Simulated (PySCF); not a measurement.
## [HoF2]+ at several levels of theory

Computed with PySCF 2.14.0 (density fitting, no spin-orbit coupling) at the geometry relaxed with PBE0:

```xyz
3
[HoF2]+ (singlet in the valence; each metal's 4f electrons, 10 of them, lie in its core potential, out of spins and levels)
Ho    0.0000    0.0000   -0.3233
F     1.5762    0.0000    0.7718
F    -1.5762    0.0000    0.7718
```

```csv
level,basis,state,HOMO (eV),gap (eV),charge on Ho1 (e),population of f-type functions on Ho1 (polarisation alone where 4f lies in the core),dipole about the centre of mass (D),largest force component (eV/Å)
PBE0,"Ho lcecp-1-SVP with ECP56, F def2-SVP",singlet,-16.26,7.97,1.65,0.08,6.25,0.01
wB97X,the same,singlet,-18.65,12.62,1.67,0.08,6.48,0.13
PBE0,"Ho lcecp-1-TZVP with ECP56, F def2-TZVP",singlet,-16.28,8.08,1.85,0.09,6.30,0.24
```

In the lcecp rows the 4f levels are missing from HOMO and gap, and the state counts the valence alone.

Charges are Mulliken's, which hang on the basis. The relaxation used the grid (50, 194), these runs (75, 302) or, all-electron (x2c bases, spin-free X2C Hamiltonian), (99, 590).

**Question.** What does PBE with Ho lcecp-1-SVP with ECP56, F def2-SVP give here?

**Answer.** state singlet, HOMO (eV) -14.36, gap (eV) 5.30, charge on Ho1 (e) 1.50, population of f-type functions on Ho1 (polarisation alone where 4f lies in the core) 0.08, dipole about the centre of mass (D) 5.72, largest force component (eV/Å) 0.46. Time: 1.6 s on 2 threads of Arm Neoverse V2 (shared host), from an already converged density.

In the first row's basis the gap widens with exact exchange: 5.3 eV for PBE (none); 8.0 eV for PBE0 (a fixed share); 12.6 eV for wB97X (rising or full at long range).

An lcecp potential fixes the number of 4f electrons, so in runs with it no electron can move into or out of that shell.
